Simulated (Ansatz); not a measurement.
Be8, relaxed as a singlet with RKS r2SCAN/def2-SVP in Ansatz, starting from the GFN2-xTB geometry. Force threshold 0.02 eV/Å.

The structure comes from a short search, and lower isomers may exist.

Start:

Cartesian coordinates in Å:
```
Be 0.422 0.398 -1.595
Be 0.236 1.654 0.022
Be -0.500 -1.381 -1.024
Be -1.507 0.007 1.214
Be 0.408 0.211 1.577
Be 1.683 0.192 -0.025
Be 0.665 -1.559 0.513
Be -1.407 0.478 -0.682
```

**Question.** Estimate the energy that the relaxation releases and the steps that it takes.

**Answer.** 60.4 kcal/mol, in 14 steps; 14 s on 4 threads of Intel Xeon 6975P-C on a shared host. No frequencies were taken in this run, so the end may be a saddle point.

**Question.** Does the start keep its bonding?

**Answer.** Bonds formed: Be1–Be7, Be2–Be4, Be3–Be4 (atoms count from 1). The end is the same structure that another start reached, the lowest one found.

**Question.** Predict the relaxed structure.

**Answer.** 
```xyz
8

Be    0.4268   -0.1092   -1.4144
Be    0.0394    1.4435    0.3295
Be   -1.0980   -1.3410   -0.9948
Be   -1.2528   -0.1131    0.7838
Be    0.7399    0.3161    1.8287
Be    1.9450    0.4127    0.2198
Be    0.7855   -1.2219    0.3010
Be   -1.5857    0.6129   -1.0536
```
Bond lengths (bridged metal pairs left out): 16 × Be–Be 2.00 to 2.29 Å.
